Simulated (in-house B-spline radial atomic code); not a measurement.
Results of a calculation; reference values are marked as such.
## Correlation energy from the adiabatic connection: −Z/r, Z = 13

Two electrons in a singlet, external potential −Z/r, Z = 13 (atomic units). Full CI in B-splines (partial waves to l = 8, correlation up to 0.6 % small) with the density held fixed gives W(λ) = <V_ee>_λ − U, and E_c is the integral of W(λ) − W(0) from 0 to 1.

| λ | W(λ) − W(0) (hartree) |
| --- | --- |
| 0 | 0.00000 |
| 0.02 | -0.00186 |
| 0.05 | -0.00465 |
| 0.12 | -0.01114 |
| 0.25 | -0.02311 |
| 0.4 | -0.03682 |
| 0.6 | -0.05491 |
| 0.8 | -0.07280 |
| 1 | -0.09049 |

Problem. Integrate the table by the trapezoid rule.

Solution. The strips give -0.00002, -0.00010, -0.00055, -0.00223, -0.00449, -0.00917, -0.01277, -0.01633, which sum to -0.04566 hartree. The direct value, W(1) − W(0) + T_c with T_c = 0.04481, is -0.04569; the curve is convex, so chords lie above it and the trapezoids fall short in size by 0.05 %.

Problem. Now use only three numbers: W(0) = -7.9026, the initial slope W'(0) = -0.09311 (extrapolated from the first points) and the strong-coupling limit of the point-charge-plus-continuum model, W∞ = -11.214. What do second-order theory and the interpolation W(λ) = W∞ + (W(0) − W∞)/√(1 + 2χλ) of Seidl, Perdew and Levy give?

Solution. Second order keeps the slope alone: E_c = W'(0)/2 = -0.04655, +2 % in size against -0.04569. Matching the slope fixes χ = W'(0)/(W∞ − W(0)) = -0.09311/(-3.31140) = 0.02812. Integrating, with s = √(1 + 2χ) = 1.027733, E_c = −(W(0) − W∞)(s − 1)/(s + 1) = −3.31140 × 0.027733/2.027733 = -0.04529 hartree, -0.9 % in size against the full result. At λ = 1 the formula gives W − W(0) = -0.08936 against -0.09049. Part of the miss can come from the model's W∞.
